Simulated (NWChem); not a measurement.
System: SiHSBr, singlet; SMILES S[Si]Br

NWChem input:

```
start job
memory heap 200 mb stack 900 mb global 1100 mb
geometry units angstroms noautoz
  Si     1.062293    -0.632626    -0.007550
  Br    -0.181461     1.256254     0.007851
  S     -0.567256    -2.029022    -0.011637
  H      0.250236    -3.109091    -0.020652
end
basis spherical
  * library def2-svp
end
dft
  xc mn15
  iterations 150
  mulliken
end
task dft gradient
```

Parts of the log:

```
             Northwest Computational Chemistry Package (NWChem) 7.3.0
             --------------------------------------------------------

 CS  symmetry detected

                             Geometry "geometry" -> ""
                             -------------------------

 Output coordinates in angstroms (scale by  1.889725989 to convert to a.u.)

  No.       Tag          Charge          X              Y              Z
 ---- ---------------- ---------- -------------- -------------- --------------
    1 Si                  14.0000     1.06495644    -0.62899903     0.00000000
    2 Br                  35.0000    -0.17289333     1.26381812     0.00000000
    3 S                   16.0000    -0.56895524    -2.02029377     0.00000000
    4 H                    1.0000     0.24516034    -3.10294759     0.00000000

 Effective nuclear repulsion energy (a.u.)     272.7853559123

      Symmetry information
      --------------------

 Group name             Cs
 Group number              2
 Group order               2
 No. of unique centers     4

                                 NWChem DFT Module
                                 -----------------

 Summary of "ao basis" -> "ao basis" (spherical)
 ------------------------------------------------------------------------------
       Tag                 Description            Shells   Functions and Types
 ---------------- ------------------------------  ------  ---------------------
 Si                         def2-svp                 8       18   4s3p1d
 Br                         def2-svp                12       32   5s4p3d
 S                          def2-svp                 8       18   4s3p1d
 H                          def2-svp                 3        5   2s1p

      Symmetry analysis of basis
      --------------------------

        a'         52
        a"         21

            General Information
            -------------------
          SCF calculation type: DFT
          Wavefunction type:  closed shell.
          No. of atoms     :     4
          No. of electrons :    66
           Alpha electrons :    33
            Beta electrons :    33
          Charge           :     0
          Spin multiplicity:     1
          Use of symmetry is: on ; symmetry adaption is: on
          Maximum number of iterations: 150
          AO basis - number of functions:    73
                     number of shells:    31
          Convergence on energy requested:  1.00D-06
          Convergence on density requested:  1.00D-05
          Convergence on gradient requested:  5.00D-04

              XC Information
              --------------
                         MN15 Method XC Functional
                     Hartree-Fock (Exact) Exchange  0.440
                          MN15 Exchange Functional  1.000
                        MN15 Correlation Potential  1.000

             Grid Information
             ----------------
          Grid used for XC integration:  medium
          Radial quadrature: Mura-Knowles
          Angular quadrature: Lebedev.
          Tag              B.-S. Rad. Rad. Pts. Rad. Cut. Ang. Pts.
          ---              ---------- --------- --------- ---------
          Si                  1.10       88           8.0       590
          Br                  1.15      112          11.0       590
          S                   1.00       88          10.0       590
          H                   0.35       45          11.0       434
          Grid pruning is: on
          Number of quadrature shells:   333
          Spatial weights used:  Erf1

      Superposition of Atomic Density Guess
      -------------------------------------

 Sum of atomic energies:       -3258.67095032

      Non-variational initial energy
      ------------------------------

 Total energy =   -3259.167271
 1-e energy   =   -5076.757910
 2-e energy   =    1544.805283
 HOMO         =      -0.241446
 LUMO         =      -0.036023

      Symmetry analysis of molecular orbitals - initial
      -------------------------------------------------

  Numbering of irreducible representations:

     1 a'          2 a"

  Orbital symmetries:

     1 a'          2 a'          3 a'          4 a'          5 a'
     6 a'          7 a"          8 a'          9 a'         10 a'
    11 a'         12 a"         13 a'         14 a'         15 a"
    16 a'         17 a'         18 a'         19 a"         20 a'
    21 a'         22 a"         23 a'         24 a"         25 a'
    26 a'         27 a'         28 a'         29 a'         30 a"
    31 a'         32 a"         33 a'         34 a"         35 a'
    36 a'         37 a'         38 a'         39 a'         40 a'
    41 a'         42 a'         43 a"

     ---------------------------------------------
      Total Density - Mulliken Population Analysis
     ---------------------------------------------

    Atom       Charge   Shell Charges
 -----------   ------   -------------------------------------------------------
    1 Si  14    13.24   2.00  1.99  1.27  0.59  5.93  0.64  0.71  0.11
    2 Br  35    35.49   2.00  2.00  2.00  1.37  0.58  6.00  5.99  2.41  3.13  8.23  1.73  0.06
    3 S   16    16.48   2.00  1.99  1.21  0.64  5.94  1.81  2.86  0.03
    4 H    1     0.79   0.58  0.19  0.03

   convergence    iter        energy       DeltaE   RMS-Dens  Diis-err
 ---------------- ----- ----------------- --------- --------- ---------
 d= 0,ls=0.0,diis     1  -3261.9139061805 -3.53D+03  1.47D-02  1.09D+00
 d= 0,ls=0.0,diis     2  -3261.9319387584 -1.80D-02  1.04D-02  4.18D-01
 d= 0,ls=0.0,diis     3  -3261.9726136037 -4.07D-02  3.64D-03  7.85D-02
 d= 0,ls=0.0,diis     4  -3261.9833598120 -1.07D-02  4.38D-04  7.20D-04
 d= 0,ls=0.0,diis     5  -3261.9834669935 -1.07D-04  1.67D-04  7.25D-05
  Resetting Diis
 d= 0,ls=0.0,diis     6  -3261.9834789348 -1.19D-05  5.08D-05  9.51D-06
 d= 0,ls=0.0,diis     7  -3261.9834803773 -1.44D-06  1.69D-05  4.78D-07
 d= 0,ls=0.0,diis     8  -3261.9834804177 -4.04D-08  9.34D-06  3.29D-07

         Total DFT energy =    -3261.983480417726
      One electron energy =    -5077.025708283514
           Coulomb energy =     1680.518275726176
    Exchange-Corr. energy =     -138.261403772714
 Nuclear repulsion energy =      272.785355912325

 Numeric. integr. density =       65.999995539865

                  Occupations of the irreducible representations
                  ----------------------------------------------

                     irrep           alpha         beta
                     --------     --------     --------
                     a'               25.0         25.0
                     a"                8.0          8.0

                       DFT Final Molecular Orbital Analysis
                       ------------------------------------

 Vector   31  Occ=2.000000D+00  E=-3.429605D-01  Symmetry=a'
              MO Center=  1.6D-02,  8.4D-01, -6.8D-15, r^2= 2.7D+00
   Bfn.  Coefficient  Atom+Function         Bfn.  Coefficient  Atom+Function
  ----- ------------  ---------------      ----- ------------  ---------------
    34      0.426459  2 Br py                31      0.394006  2 Br py
    33      0.339884  2 Br px                30      0.312955  2 Br px
    28     -0.263262  2 Br py                27     -0.210117  2 Br px
     3      0.133827  1 Si s                 69     -0.121089  4 H  s
    54      0.114818  3 S  s                  4      0.110830  1 Si s

 Vector   32  Occ=2.000000D+00  E=-3.200411D-01  Symmetry=a"
              MO Center= -3.6D-01, -9.0D-01,  5.2D-14, r^2= 3.8D+00
   Bfn.  Coefficient  Atom+Function         Bfn.  Coefficient  Atom+Function
  ----- ------------  ---------------      ----- ------------  ---------------
    63      0.509796  3 S  pz                60      0.381329  3 S  pz
    35     -0.364753  2 Br pz                32     -0.322170  2 Br pz
    29      0.215817  2 Br pz                57      0.213018  3 S  pz
    13      0.073194  1 Si pz                26     -0.070232  2 Br pz
    15     -0.056937  1 Si d -1              10      0.056012  1 Si pz

 Vector   33  Occ=2.000000D+00  E=-2.810057D-01  Symmetry=a'
              MO Center=  7.5D-01, -5.2D-01, -6.9D-16, r^2= 4.0D+00
   Bfn.  Coefficient  Atom+Function         Bfn.  Coefficient  Atom+Function
  ----- ------------  ---------------      ----- ------------  ---------------
     4      0.402158  1 Si s                  3      0.383926  1 Si s
    33     -0.342481  2 Br px                30     -0.289802  2 Br px
    61     -0.290535  3 S  px                 8      0.280832  1 Si px
     2      0.237757  1 Si s                 11      0.219816  1 Si px
    58     -0.216241  3 S  px                27      0.191902  2 Br px

 Vector   34  Occ=0.000000D+00  E=-7.559363D-02  Symmetry=a"
              MO Center=  8.1D-01, -6.5D-01, -8.1D-14, r^2= 3.3D+00
   Bfn.  Coefficient  Atom+Function         Bfn.  Coefficient  Atom+Function
  ----- ------------  ---------------      ----- ------------  ---------------
    13      0.698501  1 Si pz                10      0.413487  1 Si pz
    63     -0.337670  3 S  pz                35     -0.259048  2 Br pz
     7     -0.212302  1 Si pz                60     -0.187317  3 S  pz
    32     -0.169019  2 Br pz                29      0.112102  2 Br pz
    57     -0.104002  3 S  pz                26     -0.036343  2 Br pz

[...]

                         DFT ENERGY GRADIENTS

    atom               coordinates                        gradient
                 x          y          z           x          y          z
   1 Si      2.012476  -1.188636   0.000000    0.007959   0.001002   0.000000
   2 Br     -0.326721   2.388270   0.000000   -0.002296   0.004094   0.000000
   3 S      -1.075170  -3.817802   0.000000   -0.009027  -0.000977   0.000000
   4 H       0.463286  -5.863721   0.000000    0.003364  -0.004119   0.000000
```

Level: MN15/def2-SVP. Low-valent species are run as closed-shell singlets; no triplet was tried in these runs. Geometry: optimised at PBE0/def2-SVP.
